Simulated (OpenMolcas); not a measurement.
# Ag2+: moving the ligands

Ag2+ with 4 ligands (bromide) in tetrahedral coordination (Td) at 2.7 Å. A charge of +0.5 e stands 2.6 Å behind each ligand. Ligand basis ANO-RCC-VDZP.
```
Ag    0.0000    0.0000    0.0000
Br    1.5588    1.5588    1.5588
Br    1.5588   -1.5588   -1.5588
Br   -1.5588    1.5588   -1.5588
Br   -1.5588   -1.5588    1.5588
```

| Item | Value |
| --- | --- |
| Program | OpenMolcas |
| Method | CASSCF |
| Basis | ANO-RCC-VDZP [6s5p3d1f] |
| Scalar Hamiltonian | DKH2, point nucleus |
| Active space | 9 electrons in 5 orbitals (4d) |
| State averaging | 2S+1 = 2 even, 5 roots |
| Spin-orbit coupling | RASSI with atomic mean-field integrals over the reference wave functions |

Runs around this geometry, states (labels of Td). Energies in cm-1 above the lowest state or level, χT in cm3 K/mol; under a threefold ground state the first gap can be a small split of the lowest multiplet, not the spin-orbit step; 10Dq is the gap between the two states; 10Dq is negative for this site.

```
R (Å)  Ground state  First state of that spin   10Dq  First gap with spin-orbit (degeneracies)  χT at 300 K
 2.61           2T2                   2E 4764  -4764                               1073 (2, 4)        0.523
  2.7           2T2                   2E 4030  -4030                               1060 (2, 4)        0.571
 2.79           2T2                   2E 3456  -3456                               1015 (2, 4)        0.619
```

Taking |10Dq| as R^-n, n = -ln(3456 / 4764) / ln(2.79 / 2.61) = 4.8 between the shortest and longest distance. The point-charge formula for a cubic d site gives n = 5.

An orbital triplet at a regular site is open to Jahn-Teller coupling, which can distort the site and quench the lowest spin-orbit gaps and is left out. With metal d orbitals alone the field can be off either way by tens of per cent. Ligand-to-metal charge-transfer states are missing. The least metal-like active orbital is 79 % on the metal (Löwdin) and no ligand orbital is active, so the numbers are rough (holds for R = 2.61). The least metal-like active orbital is 82 % on the metal (Löwdin) and no ligand orbital is active, so the numbers are rough (holds for R = 2.7). The least metal-like active orbital is 83 % on the metal (Löwdin) and no ligand orbital is active, so the numbers are rough (holds for R = 2.79). No measured value stands beside these numbers; the geometry is a model, was not optimised and need not be the one that this ion takes.
